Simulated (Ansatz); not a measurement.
# Molecular dynamics of CH6Ge

Input:

```yaml
crystal:
  periodic: [false, false, false]
  atoms:
    - { symbol: Ge, position_ang: [0.501796, -0.116467, -0.430763] }
    - { symbol: H, position_ang: [0.023671, 0.183872, 1.202381] }
    - { symbol: H, position_ang: [1.160659, -0.024949, 0.991673] }
    - { symbol: H, position_ang: [-0.122315, 1.252253, -0.736878] }
    - { symbol: C, position_ang: [-0.774656, -1.611724, -0.61681] }
    - { symbol: H, position_ang: [-0.536733, -2.37711, 0.124723] }
    - { symbol: H, position_ang: [-1.809236, -1.294924, -0.488412] }
    - { symbol: H, position_ang: [-0.653885, -2.05125, -1.608114] }
basis:
  gaussian: { orbitals: def2-SVP }
hamiltonian:
  xc: { name: BHLYP }
md:
  timestep: 0.5
  n_steps: 200
  ensemble: nve
  temperature: 100.0
  initial_velocities: maxwell_boltzmann
  seed: 2916
```

Launched with:

```bash
$ ansatz run input.yaml --threads 1 --pin off --max-ram 2048MiB --backend cpu --events-out ev --progress --plain --runs-dir out
```

It starts at the highest image of a converged band. Of that band: The profile has 2 maxima (images 2, 6) with wells between them (image 4): this band takes more than one step, which may be the mechanism or a detour left from its start path. Neighbouring images differ by up to 1.9 eV, so the band resolves the path poorly. A vibrational analysis at the climbing image gives one clearly imaginary mode, 1373i cm⁻¹: a first-order saddle point.

Output, in part (one step line in 7, the closing report, with atoms numbered from 0):

```
md step     0: t =     0.00 fs  T =   100.0 K  F+E_penalty+E_count = -57641.01473268 eV  E_kin = 0.077556 eV  conserved = -57640.93717668 eV  (24 SCF iters)
md step     7: t =     3.50 fs  T =    53.0 K  F+E_penalty+E_count = -57640.97796776 eV  E_kin = 0.041096 eV  conserved = -57640.93687180 eV  (23 SCF iters)
md step    14: t =     7.00 fs  T =    23.8 K  F+E_penalty+E_count = -57640.95524953 eV  E_kin = 0.018484 eV  conserved = -57640.93676602 eV  (22 SCF iters)
md step    21: t =    10.50 fs  T =    71.5 K  F+E_penalty+E_count = -57640.99250072 eV  E_kin = 0.055447 eV  conserved = -57640.93705381 eV  (24 SCF iters)
md step    28: t =    14.00 fs  T =   118.9 K  F+E_penalty+E_count = -57641.02899532 eV  E_kin = 0.092227 eV  conserved = -57640.93676855 eV  (23 SCF iters)
md step    35: t =    17.50 fs  T =   316.7 K  F+E_penalty+E_count = -57641.18262363 eV  E_kin = 0.245630 eV  conserved = -57640.93699377 eV  (29 SCF iters)
md step    42: t =    21.00 fs  T =   624.4 K  F+E_penalty+E_count = -57641.42144364 eV  E_kin = 0.484231 eV  conserved = -57640.93721268 eV  (28 SCF iters)
md step    49: t =    24.50 fs  T =   830.1 K  F+E_penalty+E_count = -57641.58066322 eV  E_kin = 0.643801 eV  conserved = -57640.93686194 eV  (28 SCF iters)
md step    56: t =    28.00 fs  T =   871.7 K  F+E_penalty+E_count = -57641.61279552 eV  E_kin = 0.676035 eV  conserved = -57640.93676098 eV  (28 SCF iters)
md step    63: t =    31.50 fs  T =   885.0 K  F+E_penalty+E_count = -57641.62356014 eV  E_kin = 0.686347 eV  conserved = -57640.93721305 eV  (29 SCF iters)
md step    70: t =    35.00 fs  T =   824.3 K  F+E_penalty+E_count = -57641.57718023 eV  E_kin = 0.639276 eV  conserved = -57640.93790466 eV  (30 SCF iters)
md step    77: t =    38.50 fs  T =   748.0 K  F+E_penalty+E_count = -57641.51755116 eV  E_kin = 0.580117 eV  conserved = -57640.93743387 eV  (28 SCF iters)
md step    84: t =    42.00 fs  T =   815.5 K  F+E_penalty+E_count = -57641.57082416 eV  E_kin = 0.632474 eV  conserved = -57640.93835020 eV  (31 SCF iters)
md step    91: t =    45.50 fs  T =   839.9 K  F+E_penalty+E_count = -57641.58975224 eV  E_kin = 0.651424 eV  conserved = -57640.93832841 eV  (25 SCF iters)
md step    98: t =    49.00 fs  T =   752.9 K  F+E_penalty+E_count = -57641.52180044 eV  E_kin = 0.583957 eV  conserved = -57640.93784296 eV  (26 SCF iters)
md step   105: t =    52.50 fs  T =   731.8 K  F+E_penalty+E_count = -57641.50571089 eV  E_kin = 0.567522 eV  conserved = -57640.93818844 eV  (25 SCF iters)
md step   112: t =    56.00 fs  T =   758.6 K  F+E_penalty+E_count = -57641.52597501 eV  E_kin = 0.588359 eV  conserved = -57640.93761566 eV  (26 SCF iters)
md step   119: t =    59.50 fs  T =   762.4 K  F+E_penalty+E_count = -57641.52884246 eV  E_kin = 0.591280 eV  conserved = -57640.93756288 eV  (25 SCF iters)
md step   126: t =    63.00 fs  T =   805.1 K  F+E_penalty+E_count = -57641.56146865 eV  E_kin = 0.624392 eV  conserved = -57640.93707707 eV  (31 SCF iters)
md step   133: t =    66.50 fs  T =   821.0 K  F+E_penalty+E_count = -57641.57379730 eV  E_kin = 0.636717 eV  conserved = -57640.93708050 eV  (24 SCF iters)
md step   140: t =    70.00 fs  T =   698.2 K  F+E_penalty+E_count = -57641.47796566 eV  E_kin = 0.541516 eV  conserved = -57640.93644994 eV  (26 SCF iters)
md step   147: t =    73.50 fs  T =   624.9 K  F+E_penalty+E_count = -57641.42078070 eV  E_kin = 0.484642 eV  conserved = -57640.93613836 eV  (26 SCF iters)
md step   154: t =    77.00 fs  T =   699.9 K  F+E_penalty+E_count = -57641.47923598 eV  E_kin = 0.542787 eV  conserved = -57640.93644882 eV  (25 SCF iters)
md step   161: t =    80.50 fs  T =   789.9 K  F+E_penalty+E_count = -57641.54894289 eV  E_kin = 0.612613 eV  conserved = -57640.93633027 eV  (26 SCF iters)
md step   168: t =    84.00 fs  T =   777.6 K  F+E_penalty+E_count = -57641.53976015 eV  E_kin = 0.603096 eV  conserved = -57640.93666368 eV  (26 SCF iters)
md step   175: t =    87.50 fs  T =   768.5 K  F+E_penalty+E_count = -57641.53292625 eV  E_kin = 0.596004 eV  conserved = -57640.93692191 eV  (25 SCF iters)
md step   182: t =    91.00 fs  T =   757.4 K  F+E_penalty+E_count = -57641.52438758 eV  E_kin = 0.587436 eV  conserved = -57640.93695145 eV  (25 SCF iters)
md step   189: t =    94.50 fs  T =   738.2 K  F+E_penalty+E_count = -57641.51026243 eV  E_kin = 0.572486 eV  conserved = -57640.93777689 eV  (28 SCF iters)
md step   196: t =    98.00 fs  T =   755.5 K  F+E_penalty+E_count = -57641.52338309 eV  E_kin = 0.585959 eV  conserved = -57640.93742444 eV  (30 SCF iters)
md step   200: t =   100.00 fs  T =   803.1 K  F+E_penalty+E_count = -57641.55989197 eV  E_kin = 0.622885 eV  conserved = -57640.93700746 eV  (27 SCF iters)
Total energy: -57641.56008660 eV, -2118.2882623298 hartree
Atom 0 at     0.566833    -0.134679    -0.610141 Å, force    -0.099908    -0.244296     0.119619 eV/Å
Atom 1 at    -1.268516     0.564383     5.549250 Å, force     0.257404     0.244440     1.346461 eV/Å
Atom 2 at    -1.120722     0.703553     6.318597 Å, force    -0.257679    -0.244227    -1.346331 eV/Å
Atom 3 at    -0.502325     0.952765    -0.119729 Å, force     0.159011    -0.030528    -0.111907 eV/Å
Atom 4 at    -0.810020    -1.591138    -0.451290 Å, force     0.491941    -0.234931     0.507159 eV/Å
Atom 5 at    -0.517756    -2.652115    -0.337481 Å, force     0.267841     0.539342    -0.441728 eV/Å
Atom 6 at    -1.430246    -1.365484     0.414426 Å, force    -0.450926     0.120270    -0.152669 eV/Å
Atom 7 at    -1.363062    -1.448261    -1.387131 Å, force    -0.367685    -0.150070     0.079396 eV/Å
Dipole moment:    -0.091123    -0.100473     0.016336 e Å
```

The run went to its last step. The conserved energy stayed within 0.17 meV per atom of its start (net change 0.021 meV per atom), so the integration is sound. The kinetic energy rose, since the run started high on the potential surface and went downhill. It ends in pieces (CH4Ge + H2), so much of that is their flight and rotation, not heat. A run of 0.1 ps of so small a system gives no equilibrium averages. The orbitals stay closed-shell, which can raise the energy where a bond breaks towards radicals; this wasn't checked here.

Between its relaxed ends the band would form H2–H3 and break Ge1–H2, Ge1–H3. These pairs go: H2–H3 1.18 → 0.80 Å, Ge1–H2 1.73 → 6.46 Å, Ge1–H3 1.57 → 7.18 Å. In the last frame they stand as after the step (other bonds may differ from the relaxed reactants and products). It ends as CH4Ge + H2. Pairs count as bonded within 1.25 times the sum of covalent radii (0.12 Å more for H–H).

Last frame:

```xyz
8
Properties=species:S:1:pos:R:3
Ge 0.567 -0.135 -0.610
H -1.268 0.564 5.549
H -1.121 0.704 6.319
H -0.502 0.953 -0.120
C -0.810 -1.591 -0.451
H -0.518 -2.652 -0.338
H -1.430 -1.365 0.414
H -1.363 -1.448 -1.387
```

The run took 6.8 min on 1 thread of Arm Neoverse V2, on a shared host, peak memory 0.16 GiB.
